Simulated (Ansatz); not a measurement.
```yaml
crystal:
  periodic: [false, false, false]
  atoms:
    - {symbol: C, position_ang: [-0.754616, 0.970689, -1.210837]}
    - {symbol: Ga, position_ang: [-0.496814, 0.171500, 0.166506]}
    - {symbol: C, position_ang: [1.032736, 0.580135, 1.354184]}
    - {symbol: N, position_ang: [0.175421, -1.938499, -0.066122]}
    - {symbol: H, position_ang: [-1.468013, 0.553429, -1.707443]}
    - {symbol: H, position_ang: [-1.171497, 2.066455, -0.926171]}
    - {symbol: H, position_ang: [-0.106791, 0.934296, -1.914430]}
    - {symbol: H, position_ang: [-1.824394, -0.272369, 1.285939]}
    - {symbol: H, position_ang: [0.990426, 1.844447, 1.848687]}
    - {symbol: H, position_ang: [1.322308, 0.199559, 2.205508]}
    - {symbol: H, position_ang: [1.721405, 0.727510, 0.894512]}
    - {symbol: H, position_ang: [0.196655, -2.196643, 0.361196]}
    - {symbol: H, position_ang: [-0.918175, -2.086631, -0.946606]}
    - {symbol: H, position_ang: [0.821288, -1.756481, -0.940117]}
basis:
  gaussian: {orbitals: def2-SVPD, fitting: {mean_field: def2-universal-jkfit}, final_grid: {core_spheres: 5, valence_spheres: 4, degree: 11}}
hamiltonian: {xc: {name: HF}}
correlation: {method: mp2, frozen_orbitals: {C: 0}}
```

```sh
$ ansatz run in.yaml --threads 4 --pin off --events-out ev --progress --plain --max-ram 10444MiB
```

It prints (some lines left out):

```
Functional definition: HF
Error: "frozen_orbitals" has no count for Ga
```

In this input frozen orbitals are typed for one element alone, and the program wants a count for each. The program refused the input.
